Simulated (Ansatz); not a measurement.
Reaction R1 → P1 + P2, each structure at its B3LYP-D3(BJ)/def2-TZVP stationary point, reached from a drawn start (curvature not checked).
P1, CF3 (SMILES F[C](F)F) (charge 0, multiplicity 2):
```json
[
 {"atom": "F", "x (Å)": "-0.6219", "y (Å)": "1.0928", "z (Å)": "-0.1283"},
 {"atom": "C", "x (Å)": "-0.0105", "y (Å)": "0.0019", "z (Å)": "0.2978"},
 {"atom": "F", "x (Å)": "-0.6303", "y (Å)": "-1.0895", "z (Å)": "-0.1147"},
 {"atom": "F", "x (Å)": "1.2627", "y (Å)": "-0.0052", "z (Å)": "-0.0549"}
]
```
R1: CF4 (SMILES FC(F)(F)F), charge 0, multiplicity 1.
P2: F atom, charge 0, multiplicity 2.

P less R. No zero-point or thermal terms; singlets are restricted closed shells; open shells are unrestricted; no spin–orbit coupling.

Frozen-core correlation throughout.

Run with Ansatz (Gaussian basis) for Hartree–Fock, density functionals and correlated methods. No computed number here is a measurement.

Total energies in hartree:

```tsv
structure	PBE/def2-TZVPP	r2SCAN/def2-TZVPP	CCSD(T)/cc-pVQZ
P1	-337.396761	-337.580717	-337.279252
R1	-437.276179	-437.512578	-437.139388
P2	-99.669123	-99.727635	-99.650258
```

### Question
Work out the reaction energy at each level in kJ/mol (1 hartree = 2625.49964 kJ/mol), and say how far PBE/def2-TZVPP lies from CCSD(T)/cc-pVQZ.

### Answer
- PBE/def2-TZVPP: (-337.396761) + (-99.669123) − (-437.276179) = 0.210295 hartree = 552.1 kJ/mol
- r2SCAN/def2-TZVPP: (-337.580717) + (-99.727635) − (-437.512578) = 0.204226 hartree = 536.2 kJ/mol
- CCSD(T)/cc-pVQZ: (-337.279252) + (-99.650258) − (-437.139388) = 0.209878 hartree = 551.0 kJ/mol
PBE/def2-TZVPP less CCSD(T)/cc-pVQZ: 1.1 kJ/mol. CCSD(T)/cc-pVQZ is the level counted from, the highest shown, and no exact or measured value.

Ansatz is a quantum-chemistry and plane-wave program.
